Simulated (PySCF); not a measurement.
# Nb²⁹⁺ (niobium, charge +29): Hartree-Fock from Schrödinger to Dirac-Coulomb-Breit

Occupied: 1s1/2, 2s1/2, 2p1/2, 2p3/2, 3s1/2. Hartree-Fock calculated with PySCF 2.14 in an uncontracted even-tempered set (17 s from 2 bohr⁻², ratio 2.7; 13 p from 2.4 bohr⁻², ratio 2.7), Gaussian nucleus throughout. NR is non-relativistic, sf-X2C the spin-free one-electron X2C Hamiltonian, X2C adds the bare one-electron spin-orbit term, X2C-SNSO screens it by Boettger's factors, DC is four-component Dirac-Coulomb, and the Gaunt and Breit terms are added at first order (total energies over the DC spinors, levels after relaxing the spinors in that mean field). QED terms are absent. Levels marked empty are virtual spinors of this ion; the basis has s and p functions only, so 3d, which can lie below the n = 4 levels, is absent.

```tsv
Hamiltonian	E (hartree)	E − E(DC) (hartree)	CPU seconds
NR	-3136.7686	62.4302	0.27
sf-X2C	-3198.1209	1.0780	0.14
X2C	-3198.5061	0.6927	0.18
X2C-SNSO	-3198.4686	0.7302	0.18
DC	-3199.1988	0.0000	10
DC+Gaunt	-3197.0419	2.1569	18
DC+Breit	-3197.2303	1.9685	59
```

```
   level (eV)        NR    sf-X2C       X2C  X2C-SNSO        DC  DC+Gaunt  DC+Breit
        1s1/2  -20162.3  -20607.9  -20607.2  -20607.2  -20620.7  -20585.7  -20587.9
        2s1/2   -4063.1   -4178.7   -4178.5   -4178.5   -4180.0   -4176.8   -4177.0
        2p1/2   -3854.8   -3889.3   -3961.3   -3957.6   -3958.1   -3952.4   -3953.0
        2p3/2   -3854.8   -3889.3   -3855.6   -3857.2   -3858.3   -3854.2   -3854.8
        3s1/2   -1586.1   -1619.3   -1619.3   -1619.3   -1619.6   -1618.8   -1618.9
3p1/2 (empty)   -1471.2   -1483.9   -1500.6   -1499.8   -1499.9   -1498.5   -1498.7
3p3/2 (empty)   -1471.2   -1483.9   -1476.1   -1476.4   -1476.6   -1475.7   -1475.9
4s1/2 (empty)   -812.85   -825.37   -825.36   -825.36   -825.48   -825.19   -825.23
```

```csv
interval (eV),X2C,X2C-SNSO,DC,DC+Gaunt,DC+Breit
2p3/2 − 2p1/2,105.7,100.4,99.79,98.17,98.17
3p3/2 − 3p1/2,24.56,23.33,23.23,22.82,22.82
```

Weight of the small component: 1s1/2 0.0224, 2s1/2 0.00476, 2p1/2 0.00468, 2p3/2 0.00455, 3s1/2 0.00170, 3p1/2 0.00164, 3p3/2 0.00161, 4s1/2 0.000780.

Koopmans' value for the highest occupied level at DC+Breit: 1618.9 eV, against an ionisation energy of 1625.9 ± 2.3 eV (semi-empirical (NIST evaluation); NIST Atomic Spectra Database, ionization energies); the former lacks relaxation, correlation, QED and recoil.

The whole ladder took 91 s of wall time on 1 thread of Intel(R) Xeon(R) Platinum 8375C CPU @ 2.90GHz (shared host), launched as `OMP_NUM_THREADS=1 python relrun2.py TASK.json OUT` (a driver that calls PySCF for each Hamiltonian).
